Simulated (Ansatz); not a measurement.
Isolated molecules relaxed with PBE0-D4/def2-TZVP in Ansatz; ΔE leaves out vibrations. CCSD(T)/CBS is the MP2 limit (def2-TZVPP, def2-QZVPP) plus CCSD(T) − MP2 in def2-TZVPP, frozen cores. DFT in def2-TZVPP. B3LYP here is the variant with VWN-RPA as its local correlation; programs differ in this. Elements past krypton have def2 core potentials. For In outer-core shells are correlated without core-valence functions, which leaves a few kJ/mol of doubt a bond. One conformer a species, not always the lowest.

Consider the formal exchange of groups at the Si–O bond: `[SiH3][O][In]([Cl])[O][SiH3]` + `CC(Cl)Cl` → `[SiH3]CC(Cl)Cl` + `[OH][In]([Cl])[O][SiH3]`.

`[SiH3][O][In]([Cl])[O][SiH3]`:

Z-matrix (Å, degrees):
```
Si
O 1 1.637
H 1 1.485 2 108.3
H 1 1.490 2 111.2 3 119.9
H 1 1.490 2 111.0 3 -119.8
In 2 1.956 1 136.2 3 -175.0
O 6 1.950 2 116.8 1 -179.9
Cl 6 2.290 2 122.0 1 0.1
Si 7 1.638 6 134.9 2 0.2
H 9 1.489 7 111.1 6 -60.0
H 9 1.489 7 111.1 6 60.5
H 9 1.485 7 108.1 6 -179.8
```

`CC(Cl)Cl`:

Cartesian coordinates in Å:
```
C -0.697 0.435 0.086
C 0.501 -0.464 -0.047
Cl 1.724 -0.074 1.182
Cl 1.201 -0.348 -1.676
H -0.409 1.475 -0.066
H -1.446 0.161 -0.659
H -1.127 0.327 1.083
H 0.253 -1.513 0.098
```

`[SiH3]CC(Cl)Cl`:

Z-matrix (Å, degrees):
```
Si
C 1 1.892
H 1 1.486 2 107.8
H 1 1.482 2 111.9 3 120.1
H 1 1.487 2 109.2 3 -118.4
C 2 1.505 1 114.2 3 161.5
H 2 1.093 1 109.5 3 -75.3
H 2 1.095 1 108.3 3 41.1
Cl 6 1.780 2 111.3 1 58.8
Cl 6 1.782 2 111.6 1 -178.1
H 6 1.088 2 112.3 1 -59.6
```

`[OH][In]([Cl])[O][SiH3]`:

Z-matrix (Å, degrees):
```
Si
O 1 1.632
H 1 1.487 2 110.4
H 1 1.487 2 110.5 3 120.9
H 1 1.497 2 110.7 3 -119.6
In 2 1.968 1 133.7 3 120.0
Cl 6 2.285 2 118.3 1 -180.0
O 6 1.964 2 118.9 1 -0.1
H 8 0.962 6 111.2 2 0.0
```

```json
{"level": "B3LYP", "ΔE (eV)": "1.20"}
{"level": "SCS-MP2/def2-TZVPP", "ΔE (eV)": "1.22"}
```

Problem. What does CCSD(T)/CBS give? (An estimate is asked.)

Solution. The calculation gave: +1.15 eV. The listed levels differ from it by 0.05, 0.07 eV.

Largest T1 diagnostic among the species: 0.015.

The D4 term adds −0.04 eV with B3LYP and −0.02 eV with PBE0; it sums over pairs of atoms, weighted by their polarisabilities, and B3LYP, whose exchange is more repulsive, gets the larger term. In def2-TZVPP, CCSD(T) changes the Hartree–Fock value by −0.32 eV (the triples alone add −0.05 eV) and MP2 by −0.32 eV. From PBE to PBE0 (25 % exact exchange), in def2-TZVPP and without D4, ΔE moves by +0.09 eV.
